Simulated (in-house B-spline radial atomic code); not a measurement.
A fraction x of an electron is removed from 5p in Nd VI (Nd5+), starting from [Kr] 4d10 4f2 5s2 5p5 and keeping the highest spin. Computed with an all-electron radial atomic-structure program (B-spline basis): scalar-relativistic (X2C) r2SCAN0, spin-polarised, spherical fractional occupations, Fermi nucleus of rms radius 4.9123 fm.

Caution: exact exchange at fractional occupations of open shells leaves self-interaction of up to several eV.

```csv
x,E(x) - E(0) (eV),5p down level (eV)
0,0.0000,-76.271
0.09,6.9122,-77.333
0.17,13.1367,-78.279
0.35,27.4185,-80.408
0.4,31.4537,-81.000
0.5,39.6129,-82.184
0.51,40.4353,-82.303
0.73,58.8285,-84.908
0.8,64.8011,-85.737
0.92,75.1748,-87.157
1,82.1852,-88.103
```

The exact functional would give a straight line between the two integer points. Deviations E(x) - E(0) - x[E(1) - E(0)], in eV: -0.484 at x = 0.09, -0.835 at x = 0.17, -1.346 at x = 0.35, -1.42 at x = 0.4, -1.48 at x = 0.5, -1.479 at x = 0.51, -1.167 at x = 0.73, -0.947 at x = 0.8, -0.436 at x = 0.92.

The curve lies below the straight line by up to 1.48 eV (at x = 0.5): convex, the delocalisation error, to which spherically averaged exact exchange adds.

Problem. How well does Slater's transition state (minus the level at half occupation) give the ionisation energy?

Solution. It gives 82.184 eV against 82.185 eV from the two total energies; NIST lists 84.00 eV, ground level to ground level. The end point has an open shell averaged over its orbitals, so its exact exchange keeps a self-interaction and this is no true integer point.
